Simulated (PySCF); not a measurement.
Species: C5H12Se.
SMILES with atom numbers: `[CH3:1][Se:2][CH2:3][CH:4]([CH3:5])[CH3:6]` (hydrogens: H7, H8, H9 on C1; H10, H11 on C3; H12 on C4; H13, H14, H15 on C5; H16, H17, H18 on C6)

Cartesian coordinates in Å at the PBE0-D3(BJ)/def2-SVP level; atoms count from 1:
```xyz
18
C5H12Se angstrom
C      3.2531    0.0622   -0.2652
Se     1.7698   -0.8299    0.6098
C      0.3671    0.3252   -0.1139
C     -1.0113   -0.0122    0.4463
C     -2.0244    1.0332   -0.0115
C     -1.4640   -1.4173    0.0644
H      3.1422    0.0210   -1.3578
H      4.1689   -0.4721    0.0208
H      3.3300    1.1075    0.0655
H      0.6371    1.3630    0.1369
H      0.3706    0.2276   -1.2126
H     -0.9425    0.0410    1.5486
H     -2.1175    1.0349   -1.1103
H     -1.7316    2.0470    0.3025
H     -3.0218    0.8259    0.4060
H     -0.7550   -2.1858    0.4076
H     -2.4487   -1.6458    0.4998
H     -1.5503   -1.5139   -1.0308
```

Computed with core-valence-separated Tamm–Dancoff BHandHLYP/aug-pcX-1 (pcseg-1 on H, def2-SVPD on Se) in PySCF, non-relativistic, gas phase, PBE0-D3(BJ)/def2-SVP geometry.

Computed carbon K-edge spectrum, Gaussian lines of 0.8 eV full width, highest printed point 100; it ends one width below the last computed root. BHandHLYP without relativity tends to put these K edges a few eV too low, so spacings mean more than positions.

photon energy (eV), absorption and a bar:
```
    283.8          0 
    283.9          1 
    284.0          2 
    284.1          3 #
    284.2          7 ##
    284.3         12 ###
    284.4         19 ######
    284.5         29 ########
    284.6         39 ############
    284.7         50 ###############
    284.8         59 ##################
    284.9         64 ###################
    285.0         65 ####################
    285.1         62 ###################
    285.2         57 #################
    285.3         52 ################
    285.4         49 ###############
    285.5         51 ###############
    285.6         57 #################
    285.7         67 ####################
    285.8         79 ########################
    285.9         90 ###########################
    286.0         98 #############################
    286.1        100 ##############################
    286.2         98 #############################
    286.3         93 ############################
```

Q: Where are the maxima, and which lines make them up?

A: 2 maxima:
- 285.0 eV: C3 (sp3 carbon bound to selenium), 284.88 eV, f = 0.053, 47 % of the height at the exact maximum; C1 (sp3 carbon bound to selenium), 284.96 eV, f = 0.045, 40 % of the height at the exact maximum
- 286.1 eV: C5 (methyl carbon), 286.04 eV, f = 0.058, sum of 2, 34 % of the height at the exact maximum; C6 (methyl carbon), 286.11 eV, f = 0.029, 17 % of the height at the exact maximum; C6 (methyl carbon), 285.94 eV, f = 0.028, 15 % of the height at the exact maximum

Further lines of some strength in the range: C5, 285.25 eV, f = 0.010; C6, 285.31 eV, f = 0.010; C4, 285.90 eV, f = 0.013; C1, 286.01 eV, f = 0.014; C3, 286.21 eV, f = 0.018.

Roots within 0.03 eV on the same or equivalent atoms count as one line; shares under 12 % aren't listed.

Vibrational structure and lifetime widths aren't in the curve. The ionisation threshold wasn't computed; near and above it a finite basis only mimics Rydberg series and continuum. Relativistic effects, spin–orbit coupling among them, are left out although an element past zinc is present.

Hardware: an AMD EPYC 9R45 with one thread, shared host. Cost: 13 s, 1.1 GiB resident at most.

One conformer stands for the species.
